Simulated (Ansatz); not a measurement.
W6S15⁺, a cluster. Charge 1, multiplicity 2. Geometry PBE-D4/def2-SVP, that of the neutral singlet; atoms count from 1.

Cartesian coordinates in Å:
```
W -2.244 -0.202 2.616
W 0.279 0.971 1.374
W 2.714 2.123 0.214
W -1.357 -1.032 -0.054
W 1.078 0.061 -1.320
W -0.470 -1.921 -2.829
S -0.293 -1.407 2.127
S -2.184 1.153 0.702
S -2.068 0.981 4.508
S -3.931 -1.528 2.471
S 2.419 -0.114 0.852
S 0.528 2.446 -0.572
S 0.048 1.895 3.342
S 4.247 2.357 -1.401
S 2.996 3.315 1.981
S 0.710 -2.319 -0.842
S -1.180 0.241 -2.267
S -2.820 -2.500 -0.751
S 2.772 0.605 -2.591
S 0.935 -1.787 -4.452
S -2.180 -3.339 -3.108
```

In the def2 sets W takes a core potential; there is no spin–orbit coupling. Single mean-field runs in def2-TZVP are fitted with def2-universal-jkfit. The charge 1 doublet is spin-contaminated (final ⟨S²⟩ up to 0.86, 0.75 for a pure state).

Problem. Estimate the Mulliken populations from the PBE0/def2-TZVP orbitals of Ansatz.

Solution. 
```json
{"atom": "W1", "charge (e)": "0.53", "spin (α − β)": "-0.19", "d electrons": "4.20"}
{"atom": "W2", "charge (e)": "0.51", "spin (α − β)": "0.10", "d electrons": "4.64"}
{"atom": "W3", "charge (e)": "0.55", "spin (α − β)": "0.05", "d electrons": "4.18"}
{"atom": "W4", "charge (e)": "0.50", "spin (α − β)": "0.51", "d electrons": "4.58"}
{"atom": "W5", "charge (e)": "0.50", "spin (α − β)": "0.15", "d electrons": "4.65"}
{"atom": "W6", "charge (e)": "0.53", "spin (α − β)": "-0.13", "d electrons": "4.20"}
{"atom": "S7", "charge (e)": "-0.17", "spin (α − β)": "0.00", "d electrons": "–"}
{"atom": "S8", "charge (e)": "-0.17", "spin (α − β)": "0.00", "d electrons": "–"}
{"atom": "S9", "charge (e)": "-0.15", "spin (α − β)": "0.27", "d electrons": "–"}
{"atom": "S10", "charge (e)": "-0.13", "spin (α − β)": "0.17", "d electrons": "–"}
{"atom": "S11", "charge (e)": "-0.18", "spin (α − β)": "0.02", "d electrons": "–"}
{"atom": "S12", "charge (e)": "-0.18", "spin (α − β)": "0.02", "d electrons": "–"}
{"atom": "S13", "charge (e)": "-0.06", "spin (α − β)": "-0.04", "d electrons": "–"}
{"atom": "S14", "charge (e)": "-0.19", "spin (α − β)": "-0.08", "d electrons": "–"}
{"atom": "S15", "charge (e)": "-0.15", "spin (α − β)": "-0.06", "d electrons": "–"}
{"atom": "S16", "charge (e)": "-0.18", "spin (α − β)": "-0.02", "d electrons": "–"}
{"atom": "S17", "charge (e)": "-0.18", "spin (α − β)": "-0.02", "d electrons": "–"}
{"atom": "S18", "charge (e)": "-0.04", "spin (α − β)": "-0.05", "d electrons": "–"}
{"atom": "S19", "charge (e)": "-0.04", "spin (α − β)": "0.00", "d electrons": "–"}
{"atom": "S20", "charge (e)": "-0.13", "spin (α − β)": "0.15", "d electrons": "–"}
{"atom": "S21", "charge (e)": "-0.17", "spin (α − β)": "0.16", "d electrons": "–"}
```
Mulliken values and Mayer orders depend strongly on the basis.

Problem. Where does the spin sit?

Solution. Summed by element: W 0.49, S 0.51, of 1 unpaired in all. Largest on single atoms: W4 0.51, S9 0.27, W1 -0.19.

Problem. And the Mayer bond orders between bonded heavy atoms (over 0.3)?

Solution. W1–S7 1.08 (2.35 Å); W1–S8 1.08 (2.35 Å); W1–S9 1.66 (2.24 Å); W1–S10 2.17 (2.15 Å); W2–W3 0.34 (2.93 Å); W2–W4 0.33 (2.95 Å); W2–S7 0.58 (2.56 Å); W2–S8 0.58 (2.56 Å); W2–S11 0.78 (2.46 Å); W2–S12 0.78 (2.46 Å); W2–S13 1.70 (2.19 Å); W3–S11 1.07 (2.35 Å); W3–S12 1.07 (2.35 Å); W3–S14 1.65 (2.24 Å); W3–S15 2.18 (2.15 Å); W4–W5 0.31 (2.95 Å); W4–S7 0.78 (2.46 Å); W4–S8 0.78 (2.46 Å); W4–S16 0.60 (2.56 Å); W4–S17 0.60 (2.56 Å); W4–S18 1.75 (2.19 Å); W5–W6 0.33 (2.93 Å); W5–S11 0.59 (2.56 Å); W5–S12 0.59 (2.56 Å); W5–S16 0.78 (2.46 Å); W5–S17 0.78 (2.46 Å); W5–S19 1.70 (2.19 Å); W6–S16 1.07 (2.35 Å); W6–S17 1.07 (2.35 Å); W6–S20 2.15 (2.15 Å); W6–S21 1.67 (2.24 Å). Values over 0.3 also appear between atoms too far apart for a bond (S9–S13 0.46 at 2.58 Å; S14–S19 0.50 at 2.58 Å; S18–S21 0.46 at 2.58 Å); they arise where an orbital or an unpaired electron spreads over both atoms.
